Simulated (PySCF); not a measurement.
## Spin-rotation constants: `N#[C][Ge@H]([SiH3])[GeH3]`, CH$_{7}$Ge$_{2}$NSi

Cartesian coordinates in Å; atom numbers follow the order of the lines, from 1:
```xyz
12

N     0.052    3.186   -0.702
C     0.055    2.136   -0.242
Ge    0.062    0.359    0.488
Si    2.116   -0.695   -0.019
Ge   -2.060   -0.555   -0.168
H    -0.070    0.722    1.964
H     2.122   -2.012    0.619
H     3.223    0.109    0.495
H     2.239   -0.852   -1.468
H    -2.307   -1.913    0.427
H    -2.188   -0.759   -1.649
H    -3.244    0.275    0.229
```

Method used: GIAO KT2/cc-pVDZ magnetisability, rotational g tensor and spin-rotation constants, non-relativistic, gas phase in PySCF 2.14.0. Geometry: GFN2-xTB.

The calculation is non-relativistic, which matters for the atoms heavier than Zn.

Task: Give the nuclear spin-rotation constants along the inertial axes (H = +C I·J) beside the isotropic shieldings.

Result: Rotational constants 1.9098, 1.0218, 0.7261 GHz. A star marks the isotopologue with that one atom substituted, in its own axes.
```csv
atom,isotope,Caa (kHz),Cbb (kHz),Ccc (kHz),mean (kHz),σ (ppm)
N1,14N,0.425,0.049,0.157,0.210,-41.2
H6,1H,-0.166,-0.096,0.024,-0.080,27.0
H7,1H,-0.174,0.015,-0.062,-0.074,28.0
H8,1H,0.028,-0.089,-0.062,-0.041,27.7
H9,1H,-0.184,-0.100,0.026,-0.086,27.8
H10,1H,-0.142,-0.005,-0.063,-0.070,28.2
H11,1H,-0.167,-0.101,0.017,-0.084,28.0
H12,1H,-0.088,-0.037,-0.058,-0.061,27.9
C2,13C*,0.671,0.054,0.247,0.324,98.6
Ge3,73Ge*,-0.385,-0.204,-0.155,-0.248,1795.1
Si4,29Si*,-0.826,-0.444,-0.319,-0.530,511.5
Ge5,73Ge*,-0.363,-0.211,-0.151,-0.241,1814.8
```
For the geometry as given, no vibrational averaging.
